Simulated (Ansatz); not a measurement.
Gas-phase electronic energies from Ansatz, PBE0-D4/def2-TZVP geometries. CBS: MP2 limit from def2 TZ/QZ plus the TZ coupled-cluster correction, frozen cores. This one scheme is used for every species. DFT in def2-TZVPP. Each species was taken in one conformer, which may not be the lowest.

Consider the substitution at a C–B bond: `CC#CB(S)Cl` + H₂S → `CC#CS` + `SBCl`.

```tsv
level	ΔE (kcal/mol)
ωB97M-V	22.0
B2PLYP	21.9
r2SCAN	22.1
PBE0	20.8
HF/def2-TZVPP	21.8
MP2/def2-TZVPP	22.9
SCS-MP2/def2-TZVPP	22.3
HF/def2-QZVPP	21.8
```

(1) What does CCSD(T)/CBS give? (An estimate is asked.)

Largest T1 diagnostic among the species: 0.013.

## Answers

(1) Computed: +22.4 kcal/mol. The listed levels differ from it by -0.4, -0.5, -0.3, -1.6, -0.6, 0.5, -0.1, -0.6 kcal/mol.

The D4 term adds +1.0 kcal/mol with B3LYP and +0.6 kcal/mol with PBE0; it sums over pairs of atoms, weighted by their polarisabilities, and B3LYP, whose exchange is more repulsive, gets the larger term. In def2-TZVPP, CCSD(T) changes the Hartree–Fock value by +0.8 kcal/mol (the triples alone add +0.1 kcal/mol) and MP2 by +1.2 kcal/mol.

B3LYP here is the variant with VWN-RPA as its local correlation; programs differ in this.
